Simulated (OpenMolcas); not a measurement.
A calculation on W.

```yaml
Program: OpenMolcas
Method: "SS-CASPT2, IPEA 0.25 Eh, imaginary shift 0.1 Eh (closed shells correlated: 5s 5p)"
Basis: ANO-RCC-VQZP [9s8p6d4f3g2h]
Scalar_Hamiltonian: DKH2, point nucleus
Active_space: 6 electrons in 11 orbitals (5d 6s 6d)
State_averaging: 2S+1 = 5 even, 23 roots (14 in the spin-orbit step); 2S+1 = 7 even, 1 root kept (CI in the orbitals of an earlier block); 2S+1 = 3 even, 5 roots kept (CI in the orbitals of an earlier block); 2S+1 = 1 even, 1 root kept (CI in the orbitals of an earlier block, 0 in the spin-orbit step)
Spin-orbit_coupling: state interaction with AMFI integrals over the reference wave functions, term energies averaged over their components
```

(1) Which level of the active space comes out lowest?

(2) How high does 5d5 6s 5G6 lie?

(3) How high does 5d4 6s2 5D2 lie?

(4) How high does 5d5 6s 5G2 lie?

## Answers

(1) 5d5 6s 7S3, with 100 % of that term.

(2) 17590 cm-1 above the lowest level.

(3) 1473 cm-1 above the lowest level.

(4) 17390 cm-1 above the lowest level.

Term energies are means over components that CASPT2 splits; among the terms shown or strongly mixed into the levels shown the widest spread is 140 cm-1 (5d5 6s 5G). Some high roots are left out of the spin-orbit mixing, which shifts the levels that they would mix with. Terms from blocks run as CI alone lack orbitals of their own. The lowest computed level is not the ground level that NIST lists (5D0). Active for correlation alone: 6d; no level in the range computed is led by a configuration that fills it, so any true level of that kind is missing. Only configurations of the active space appear.
